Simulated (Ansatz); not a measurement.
Reaction (isomerisation): `ClC1C[SiH2]O1` → `CC1(Cl)O[SiH2]1`

Gas-phase electronic energies from Ansatz, PBE0-D4/def2-TZVP geometries. CBS: MP2 limit from def2 TZ/QZ plus the TZ coupled-cluster correction, frozen cores. DFT in def2-TZVPP.

CCSD(T)/CBS gives +19.2 kcal/mol.

Q: Another level gave +19.4 kcal/mol. Which?
A. r2SCAN-D4/def2-TZVPP
B. PBE0-D4/def2-TZVPP
C. BLYP-D4/def2-TZVPP
D. PBE-QIDH/def2-TZVPP

A: B. PBE0-D4 19.4, BLYP-D4 16.0, PBE-QIDH 20.7, r2SCAN-D4 17.6 kcal/mol.

Largest T1 diagnostic among the species: 0.013.

At CCSD(T), def2-SVP lies −1.0 kcal/mol from the extrapolated value and def2-TZVPP +0.5 kcal/mol. From PBE to PBE0 (25 % exact exchange), in def2-TZVPP and without D4, ΔE moves by +2.9 kcal/mol. In def2-TZVPP, CCSD(T) changes the Hartree–Fock value by −4.3 kcal/mol (the triples alone add −1.0 kcal/mol) and MP2 by −4.7 kcal/mol.

CCSD(T)/CBS has its own doubt, a few kJ/mol and more with outer-core shells, so smaller differences from it don't rank the levels.
